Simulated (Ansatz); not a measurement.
`[CH3][SnH2][Cl]` + `[OH][AlH2]` → `[CH3][SnH2][O][AlH2]` + HCl  (ligand exchange at the Sn–Cl bond)

Calculated with Ansatz (gas phase, PBE0-D4/def2-TZVP geometries, no zero-point term in ΔE). CCSD(T)/CBS is the MP2 limit (def2-TZVPP, def2-QZVPP) plus CCSD(T) − MP2 in def2-TZVPP, frozen cores. This one scheme is used for every species. Functionals use def2-TZVPP. Elements past krypton have def2 core potentials. For Sn outer-core shells are correlated without core-valence functions, which leaves a few kJ/mol of doubt a bond. One conformer a species, not always the lowest.

`[CH3][SnH2][Cl]`:

Z-matrix (Å, degrees):
```
C
Sn 1 2.127
H 1 1.091 2 110.1
H 1 1.089 2 109.2 3 -120.2
H 1 1.089 2 109.3 3 120.2
Cl 2 2.342 1 105.7 3 179.3
H 2 1.705 1 113.6 3 64.1
H 2 1.705 1 113.7 3 -65.4
```

`[OH][AlH2]`:

Cartesian coordinates in Å:
```
O 0.134 -1.095 0.514
Al 0.156 0.425 -0.239
H -0.659 -1.497 0.865
H -1.191 1.247 -0.386
H 1.561 0.920 -0.754
```

`[CH3][SnH2][O][AlH2]`:

Cartesian coordinates in Å:
```
C 1.648 -0.657 0.465
Sn -0.321 -0.374 1.233
O -1.354 0.550 -0.149
Al -1.445 1.094 -1.732
H 2.264 -1.195 1.187
H 1.599 -1.230 -0.461
H 2.104 0.312 0.260
H -0.369 0.656 2.596
H -1.147 -1.844 1.517
H -0.225 0.835 -2.717
H -2.754 1.854 -2.197
```

HCl:

Z-matrix (Å, degrees):
```
Cl
H 1 1.279
```

Q: Is it downhill or uphill in electronic energy at CCSD(T)/CBS, and by how much? (Estimate.)

A: The calculation gave: Uphill: ΔE = +0.63 eV.

Q: What do these levels give: PBE-D4, PBE0-D4, ωB97X-V, ωB97M-V, B2PLYP, PBE, r2SCAN, SCS-MP2/def2-TZVPP, CCSD/def2-TZVPP, CCSD(T)/def2-TZVPP, HF/def2-QZVPP, MP2/CBS(def2)? (Estimate.)

A: Computed: PBE-D4 0.69, PBE0-D4 0.72, ωB97X-V 0.66, ωB97M-V 0.68, B2PLYP 0.66, PBE 0.72, r2SCAN 0.69, SCS-MP2/def2-TZVPP 0.60, CCSD/def2-TZVPP 0.61, CCSD(T)/def2-TZVPP 0.59, HF/def2-QZVPP 0.73, MP2/CBS(def2) 0.66 eV.

Largest T1 diagnostic among the species: 0.013.

The D4 term adds −0.04 eV with B3LYP and −0.02 eV with PBE0; it sums over pairs of atoms, weighted by their polarisabilities, and B3LYP, whose exchange is more repulsive, gets the larger term. In def2-TZVPP, CCSD(T) changes the Hartree–Fock value by −0.15 eV (the triples alone add −0.02 eV) and MP2 by −0.12 eV.

B3LYP here is the variant with VWN-RPA as its local correlation; programs differ in this.
